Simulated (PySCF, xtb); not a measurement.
C3H6GeO, SMILES C[C]1=C[O][GeH2]1.

GFN2-xTB (xtb) at its own geometry gives an orbital gap of 4.29 eV and a dipole moment of 2.43 D.

The structure is a stationary point at PBE-D3(BJ)/def2-SVP. This is a generated structure with no PubChem entry under its InChIKey; it may be hypothetical.

### Question
What does M06-2X/def2-TZVP run with PySCF give? (The exact figures need the calculation; the answer reports its results.)

### Answer
gap 7.67 eV (levels -7.47 and 0.20 eV), dipole 2.13 D.
